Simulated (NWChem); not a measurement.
C4H8O; SMILES CC1(O)CC1

```xyz
13

C      1.0655     1.1783    -0.0169
C     -0.0429     0.1583    -0.0067
O     -1.3241     0.7044    -0.0572
C      0.1236    -1.1325     0.7476
C      0.1008    -1.1199    -0.7611
H      0.9806     1.8224    -0.9058
H      2.0556     0.7000    -0.0250
H      1.0137     1.8231     0.8771
H     -1.4763     1.1634     0.7766
H      1.0715    -1.3311     1.2562
H     -0.7633    -1.5213     1.2550
H     -0.8030    -1.4898    -1.2512
H      1.0318    -1.3073    -1.3029
```
Atoms are numbered in this order, from 1.

All runs: NWChem. Pople sets run with spherical d functions. All runs use the structure optimised with PBE0/def2-SVP. No frequency run checked for a minimum. Vertical excitations in the gas phase; the lowest state need not have the same character in each row.

For level Hartree-Fock/6-31G*, CIS:

```
Property                                  Result
----------------------------------------  ------
lowest excitation, singlet (eV)             9.57
lowest state with f > 0.02, singlet (eV)   11.08
orbital gap (eV)                           16.52
```

Task: What are these values for level PBE/6-31G*, TDA?

Result: lowest excitation, singlet (eV): 7.07
lowest state with f > 0.02, singlet (eV): 7.90
orbital gap (eV): 6.94
